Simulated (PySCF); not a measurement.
Job file and geometry (Å, from GFN2-xTB) of a spin–spin coupling run on SMILES C(=C)(BN)CF, C₃H₇BFN, B3LYP/pcJ-1 indirect spin-spin coupling, non-relativistic, gas phase in PySCF; density fitting, a coarse starting grid and PySCF grid level 2 are the driver's defaults:

```
$ OMP_NUM_THREADS=1 python probes_run.py task.json out

{"job": {"kind": "j", "xc": "B3LYP", "basis": "pcJ-1"}, "charge": 0, "multiplicity": 1}
C     -1.304440    -1.260384    -0.555835
C     -0.438468    -0.322765    -0.177817
B      1.074027    -0.663215     0.097297
N      1.952896     0.300723     0.542183
C     -0.958344     1.077067     0.029425
F     -0.114217     2.035059    -0.500690
H     -0.994275    -2.283328    -0.682383
H     -2.349167    -1.055320    -0.742801
H      1.460602    -1.758416    -0.061934
H      1.705962     1.269385     0.661344
H      2.927333     0.125487     0.719626
H     -1.932373     1.231197    -0.447363
H     -1.033923     1.304997     1.101219
```

Question: What does the program print?

Answer: 
```
coarse grid: 10832 points
cycle   1  E = -297.8988300978  dE =  5.269e-01  |g| = 6.231e-01  |ddm| = 2.825e+00
cycle   2  E = -297.8523913480  dE =  4.644e-02  |g| = 8.414e-01  |ddm| = 1.013e+00
cycle   3  E = -297.9729589157  dE = -1.206e-01  |g| = 9.729e-02  |ddm| = 5.912e-01
cycle   4  E = -297.9746172461  dE = -1.658e-03  |g| = 4.270e-02  |ddm| = 1.054e-01
cycle   5  E = -297.9750377592  dE = -4.205e-04  |g| = 1.188e-02  |ddm| = 3.806e-02
cycle   6  E = -297.9750673302  dE = -2.957e-05  |g| = 4.595e-03  |ddm| = 1.080e-02
cycle   7  E = -297.9750721150  dE = -4.785e-06  |g| = 9.798e-04  |ddm| = 4.048e-03
final grid: 105032 points
cycle   8  E = -298.0214936854  dE = -1.219e-04  |g| = 7.261e-03  |ddm| = 2.122e-02
cycle   9  E = -298.0214836821  dE =  1.000e-05  |g| = 1.021e-02  |ddm| = 1.142e-02
cycle  10  E = -298.0215046300  dE = -2.095e-05  |g| = 1.241e-03  |ddm| = 6.692e-03
cycle  11  E = -298.0215048675  dE = -2.376e-07  |g| = 6.204e-04  |ddm| = 1.248e-03
cycle  12  E = -298.0215049556  dE = -8.805e-08  |g| = 1.960e-04  |ddm| = 5.172e-04
cycle  13  E = -298.0215049642  dE = -8.614e-09  |g| = 1.985e-05  |ddm| = 1.598e-04
cycle  14  E = -298.0215049643  dE = -6.446e-11  |g| = 8.678e-06  |ddm| = 1.784e-05
converged SCF energy = -298.0215049643

Indirect spin-spin couplings (Hz)
  i      j    bonds     total        FC       PSO       DSO        SD
  0 C    1 C    1     68.544    78.598   -10.229     0.175         -
  0 C    2 B    2      4.713     4.600     0.016    -0.021     0.118
  0 C    3 N    3     -3.334    -2.608    -0.220     0.029    -0.535
  0 C    4 C    2      4.791     4.881    -0.087    -0.003         -
  0 C    5 F    3      9.672    11.593    -0.829    -0.311    -0.782
  0 C    6 H    1    165.900   165.210     0.105     0.585         -
  0 C    7 H    1    158.608   157.841     0.164     0.603         -
  0 C    8 H    3      3.685     3.850    -0.157    -0.008         -
  0 C    9 H    4     -0.395    -0.485     0.410    -0.320         -
  0 C   10 H    4      0.575     0.546     0.404    -0.375         -
  0 C   11 H    3      7.041     7.308    -0.340     0.073         -
  0 C   12 H    3      5.236     5.388     0.140    -0.292         -
  1 C    2 B    1     68.240    68.820    -1.384     0.303     0.501
  1 C    3 N    2     -1.105    -1.270    -0.019    -0.009     0.194
  1 C    4 C    1     41.127    42.452    -1.594     0.269         -
  1 C    5 F    2     18.959    18.296    -0.966     0.015     1.614
  1 C    6 H    2      2.027     3.985    -1.529    -0.429         -
  1 C    7 H    2     -3.087    -1.110    -1.511    -0.466         -
  1 C    8 H    2      9.636     9.937    -0.291    -0.010         -
  1 C    9 H    3      4.559     4.660    -0.186     0.085         -
  1 C   10 H    3      9.285     9.366     0.375    -0.457         -
  1 C   11 H    2     -2.018    -1.671    -0.244    -0.104         -
  1 C   12 H    2     -2.838    -2.737    -0.081    -0.021         -
  2 B    3 N    1    -30.606   -33.415     3.338    -0.081    -0.448
  2 B    4 C    2      1.421     1.480    -0.017     0.017    -0.059
  2 B    5 F    3      2.180     2.442    -0.185     0.006    -0.082
  2 B    6 H    3      7.289     7.361    -0.189     0.124    -0.008
  2 B    7 H    3     10.610    10.674     0.486    -0.540    -0.010
  2 B    8 H    1    134.975   134.936    -1.264     0.948     0.355
  2 B    9 H    2     -1.098     0.261    -0.304    -0.907    -0.148
  2 B   10 H    2      0.851     2.217    -0.230    -0.998    -0.139
  2 B   11 H    3      4.773     4.745     0.514    -0.508     0.021
  2 B   12 H    3      0.949     1.040     0.016    -0.078    -0.029
  3 N    4 C    3     -0.345    -0.364     0.018    -0.005     0.007
  3 N    5 F    4     -2.904    -3.426     0.492    -0.046     0.077
  3 N    7 H    4     -0.879    -0.857    -0.149     0.130    -0.003
  3 N    8 H    2     -3.774    -4.296     0.443     0.099    -0.020
  3 N    9 H    1    -85.574   -82.530    -2.389    -0.281    -0.374
  3 N   10 H    1    -85.226   -81.901    -2.696    -0.235    -0.394
  3 N   11 H    4      0.266     0.227    -0.124     0.148     0.016
  3 N   12 H    4      0.220     0.176     0.040    -0.018     0.021
  4 C    5 F    1   -214.638  -271.147    32.337     0.716    23.457
  4 C    6 H    3     17.370    17.406     0.399    -0.435         -
  4 C    7 H    3     11.292    11.333    -0.171     0.130         -
  4 C    8 H    3      3.354     3.355     0.294    -0.295         -
  4 C   10 H    4     -0.428    -0.404     0.381    -0.405         -
  4 C   11 H    1    155.565   154.997    -0.476     1.044         -
  4 C   12 H    1    149.468   148.757    -0.330     1.042         -
  5 F    6 H    4      0.705     0.416     1.336    -1.362     0.315
  5 F    7 H    4     -4.409    -3.326     0.501    -0.975    -0.608
  5 F    8 H    4     -0.192    -0.035     0.980    -1.026    -0.113
  5 F    9 H    5     -1.566    -0.978    -3.225     2.190     0.446
  5 F   10 H    5      1.772     1.913     0.884    -1.231     0.207
  5 F   11 H    2     55.881    49.835    10.651    -1.088    -3.516
  5 F   12 H    2     53.589    48.032    10.228    -1.055    -3.617
  6 H    7 H    2      2.293     2.093     3.638    -3.438         -
  6 H   10 H    5      0.275     0.357     0.929    -1.011         -
  6 H   11 H    4     -0.852    -0.721     1.503    -1.634         -
  6 H   12 H    4     -2.431    -2.310     1.499    -1.620         -
  7 H    9 H    5      0.166     0.263     1.061    -1.158         -
  7 H   10 H    5      0.937     1.039     1.354    -1.456         -
  7 H   11 H    4     -0.908    -0.980    -1.736     1.809         -
  7 H   12 H    4     -2.593    -2.494     0.634    -0.732         -
  8 H    9 H    3     14.623    14.955     2.791    -3.122         -
  8 H   10 H    3      7.270     7.634     0.337    -0.700         -
  8 H   11 H    4      1.163     1.230     1.393    -1.459         -
  8 H   12 H    4     -0.337    -0.270     1.089    -1.156         -
  9 H   10 H    2     -3.100    -3.812     5.919    -5.208         -
  9 H   12 H    5      0.211     0.175    -1.298     1.333         -
 10 H   11 H    5     -0.222    -0.103     1.711    -1.830         -
 11 H   12 H    2    -11.605   -11.642     2.136    -2.099         -
```

Size and cost of the density-fitted run: 232 basis functions, 44 s wall time on 1 thread of an Intel Xeon Platinum 8259CL, shared host; peak memory 0.89 GiB.
